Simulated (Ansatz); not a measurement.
BCl₃H₂O (`[OH2+][B-](Cl)(Cl)Cl`). Total charge 0; spin multiplicity 1. The geometry is a stationary point of PBE0-D4/def2-TZVP. It is one conformer, not always the lowest.

```xyz
7

O    -0.957   -0.077   -0.445
B     0.491   -0.167    0.356
Cl    0.457    1.334    1.385
Cl    0.453   -1.707    1.266
Cl    1.693   -0.114   -1.010
H    -1.385    0.747   -0.162
H    -0.753   -0.015   -1.391
```

What is the dipole moment at r2SCAN/def2-TZVPP? (Estimate.)

Computed: 4.75 D, with components (-3.62, 1.40, -2.73) D in this frame, pointing from negative to positive charge.

And with PBE, B3LYP, ωB97M-V? (Estimate.)

Computed: PBE 4.60 D, B3LYP 4.70 D, ωB97M-V 4.74 D.

Give the Mulliken charges with r2SCAN, ωB97M-V, B3LYP in def2-TZVPP. (An estimate is asked.)

Computed: 
```csv
atom,r2SCAN,ωB97M-V,B3LYP
O1,-0.08,-0.03,-0.07
B2,0.20,0.06,0.22
Cl3,-0.21,-0.17,-0.21
Cl4,-0.18,-0.13,-0.17
Cl5,-0.21,-0.17,-0.21
H6,0.24,0.22,0.22
H7,0.24,0.22,0.22
```

B3LYP here is the variant with VWN-RPA as its local correlation; programs differ in this.
